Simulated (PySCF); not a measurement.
pentafluoroethane (C₂HF₅), singlet, geometry from GFN2-xTB. Base run: PBE/STO-3G in PySCF.

Here is a job for PySCF.
```python
from pyscf import gto, scf, dft

mol = gto.Mole()
mol.atom = '''
    F     1.25114414   -1.24842303    0.51110385
    C     0.93138618   -0.16986459   -0.21865181
    F     1.58780086    0.88349242    0.28892634
    C    -0.59588152    0.07932181   -0.14177913
    F    -1.02306334    0.27591217    1.09732193
    F    -0.92197346    1.14980742   -0.86849803
    F    -1.25576722   -0.96397798   -0.64820994
    H     1.24370323   -0.32804223   -1.26321175
'''
mol.basis = 'sto-3g'
mol.verbose = 4
mol.build()

mf = dft.RKS(mol)
mf.xc = 'pbe'
mf.kernel()
```

The base run was repeated with changes; each row names its change, and settings that it needs were set with it.

| change | E (Eh) | HOMO (eV) | HOMO-LUMO gap (eV) | dipole (D) | core-seconds (rough) |
|---|---|---|---|---|---|
| base | -567.22092 | -2.69 | 8.92 | 0.55 | 4 |
| functional = bp86 | -567.75938 | -2.81 | 8.97 | 0.55 | 4 |
| functional = hse06 | ___ | ___ | ___ | 0.73 | 9 |
| functional = wb97x_v | -567.68869 | -7.28 | 17.56 | 0.72 | 200 |
| functional = wb97x | ___ | ___ | ___ | ___ | 6 |
| functional = lda,vwn | -563.85916 | -2.61 | 8.70 | 0.60 | 2 |
| functional = camb3lyp | -567.57148 | -6.33 | 15.25 | 0.75 | 6 |
| functional = scan | -567.71482 | -3.47 | 9.99 | 0.71 | 5 |
| functional = r2scan | -567.64557 | -3.39 | 9.92 | 0.66 | 6 |
| functional = hf | ___ | ___ | ___ | ___ | 0.4 |
| functional = pbe0 | ___ | ___ | ___ | 0.73 | 4 |
| functional = b97m_v | -567.83770 | -3.72 | 10.47 | 0.70 | 200 |
| functional = mn12l | -566.33336 | -3.78 | 11.43 | 0.73 | 4 |

What belongs in the gaps?


- functional = hse06, E (Eh): -567.37191
- functional = hse06, HOMO (eV): -4.57
- functional = hse06, HOMO-LUMO gap (eV): 11.72
- functional = wb97x, E (Eh): -567.74448
- functional = wb97x, HOMO (eV): -7.35
- functional = wb97x, HOMO-LUMO gap (eV): 17.48
- functional = wb97x, dipole (D): 0.74
- functional = hf, E (Eh): -565.57694
- functional = hf, HOMO (eV): -10.46
- functional = hf, HOMO-LUMO gap (eV): 23.86
- functional = hf, dipole (D): 1.04
- functional = pbe0, E (Eh): -567.33363
- functional = pbe0, HOMO (eV): -4.97
- functional = pbe0, HOMO-LUMO gap (eV): 12.54

Total energies compare only within one method and basis.
